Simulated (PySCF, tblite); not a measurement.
Isomers of C5H6F3OPSi, one GFN2-xTB conformer each. Single-point energies are computed at PBE0/pcSseg-1 (PySCF, gas phase, no added dispersion term), electronic only.

```
                           SMILES  GFN2-xTB relative energy (kJ/mol)
         Cc1oc(C(F)(F)F)pc1[SiH3]                                0.0
C=CC1=C([SiH3])[P@@]1(=O)C(F)(F)F                              191.8
```

Conformers: `[CH2:1]=[CH:2][C:3]1=[C:4]([SiH3:5])[P@@:6]1(=[O:7])[C:8]([F:9])([F:10])[F:11]` with C1–C2–C3–C4 178°.

Task: What does PBE0/pcSseg-1 give for the same structures?

Result: 
| SMILES | PBE0/pcSseg-1 E (Eh) | PBE0/pcSseg-1 (kJ/mol) | GFN2-xTB (kJ/mol) | point group |
| --- | --- | --- | --- | --- |
| Cc1oc(C(F)(F)F)pc1[SiH3] | -1198.81447 | 0.0 | 0.0 | near Cs |
| C=CC1=C([SiH3])[P@@]1(=O)C(F)(F)F | -1198.74625 | 179.1 | 191.8 | C1 |

Both levels put the same isomer lowest. As drawn, the lower has an aromatic ring, which the higher lacks; the higher has a three-membered ring, a P=O bond and a C=C bond outside aromatic rings, which the lower lacks.

Task: Which frontier levels, dipoles and rotational constants go with these structures?

Result: 
```csv
SMILES,"HOMO (eV, PBE0/pcSseg-1)",LUMO (eV),dipole (D),"A, B, C (MHz)"
Cc1oc(C(F)(F)F)pc1[SiH3],-7.38,-1.71,3.88,"1728, 485.0, 408.2"
C=CC1=C([SiH3])[P@@]1(=O)C(F)(F)F,-7.66,-2.32,4.75,"928.7, 658.6, 516.6"
```

Task: What happens when harmonic zero-point energies from GFN2-xTB frequencies are added?

Result: 
| SMILES | ZPE (kJ/mol) | electronic (kJ/mol) | with ZPE (kJ/mol) |
| --- | --- | --- | --- |
| Cc1oc(C(F)(F)F)pc1[SiH3] | 255.6 | 0.0 | 0.0 |
| C=CC1=C([SiH3])[P@@]1(=O)C(F)(F)F | 246.6 | 179.1 | 170.1 |

The zero-point energies span 9.0 kJ/mol. The order is unchanged.
